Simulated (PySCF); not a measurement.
**How methods differ on the ionisation energy of Mn⁹⁺**

Mn⁹⁺ [Ne] 3s2 3p4 (3P) → Mn¹⁰⁺ [Ne] 3s2 3p3 (4S), as a difference of total energies. All numbers are calculated (PySCF 2.14, the spin-free X2C one-electron Hamiltonian (Gaussian nucleus), in an even-tempered Gaussian basis (20 s from 0.32 bohr⁻², ratio 2.5; 13 p from 0.42 bohr⁻², ratio 2.5; 5 d from 3.8 bohr⁻², ratio 2.7; 5 f from 5.7 bohr⁻², ratio 2.7)). Correlated levels: outer shells: 1s2 frozen; virtual orbitals above 40 to 60 times the deepest correlated orbital energy dropped. The calculations carry no spin-orbit coupling.

```tsv
method	ionisation energy (eV)
UHF	246.67
LDA	248.62
PBE	248.55
r2SCAN	248.42
PBEsol	248.33
MP2 (outer shells)	247.57
SCS-MP2 (outer shells)	247.62
```

Estimate what PBE0 gives.

248.50 eV, closest to PBE among the rows shown.

Estimate what B2PLYP gives.

248.19 eV, closest to PBEsol among the rows shown.

A first-order spin-orbit estimate (lowest level to lowest level, LS coupling) adds 0.526 eV.

For comparison: 248.6 ± 0.3 eV (semi-empirical (NIST evaluation); NIST Atomic Spectra Database, ionization energies).
